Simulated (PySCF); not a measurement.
Simulated Si 2p region for `N[SiH](N)F`, binding energy against the vacuum level.

Every computed line was given a Gaussian of 0.7 eV full width at half maximum and an area set by the number of equivalent atoms (split 2:1 within a doublet); the highest printed point is 100. Method: delta-SCF UKS SCAN, pcX-2 on the ionised atom, pcseg-1 elsewhere, spin-free X2C (PySCF 2.14.0).

binding energy (eV), intensity and a bar:
```
    106.9          0 
    107.0          1 
    107.1          2 #
    107.2          6 ##
    107.3         12 ###
    107.4         22 #######
    107.5         37 ###########
    107.6         56 #################
    107.7         75 #######################
    107.8         91 ###########################
    107.9        100 ##############################
    108.0        100 ##############################
    108.1         93 ############################
    108.2         84 #########################
    108.3         75 ######################
    108.4         67 ####################
    108.5         60 ##################
    108.6         53 ################
    108.7         43 #############
    108.8         33 ##########
    108.9         23 #######
    109.0         14 ####
    109.1          8 ##
    109.2          4 #
    109.3          2 
    109.4          1 
    109.5          0
```

Task: How many maxima does the curve show, and how many computed lines lie under it?

Result: The curve has 1 maximum (at 107.9 eV). Under it lie 2 lines from 1 inequivalent silicon site, drawn as a 2p3/2, 2p1/2 pair. At this width some lines have no maximum of their own.

Task: Decompose the envelope and assign each component. Numbering: `[NH2:1][SiH:2]([NH2:3])[F:4]`.

Result: 
```
position (eV)  relative area      line  atoms             environment
       107.91           0.67  Si 2p3/2    Si2  fluorine-bound silicon
       108.53           0.33  Si 2p1/2    Si2  fluorine-bound silicon
```

Task: What are the centre and the root-mean-square width of the whole band?

Result: The area-weighted mean of the lines is 108.12 eV. Their own spread about it is 0.30 eV (rms) and each Gaussian has σ = 0.7/2.355 = 0.30 eV; the variances add, which gives 0.42 eV.

Shake-up satellites, vibrational structure and lifetime widths aren't simulated. The 2p values add to the ΔSCF energy of one spin-free hole a correction within the shell (spin–orbit coupling, ligand field). 2p1/2 minus 2p3/2 (ligand field included): Si 0.63 eV. Geometry: PBE0-D3(BJ)/def2-SVP, one conformer, isolated molecule.

On Arm Neoverse V1, one thread, on a shared host, this took 16 s of wall time.

The values belong to the conformer `[NH2:1][SiH:2]([NH2:3])[F:4]`: H–N1–Si2–N3 47°, H–N1–Si2–N3 -161°, H–N3–Si2–N1 52°, H–N3–Si2–N1 -159°.
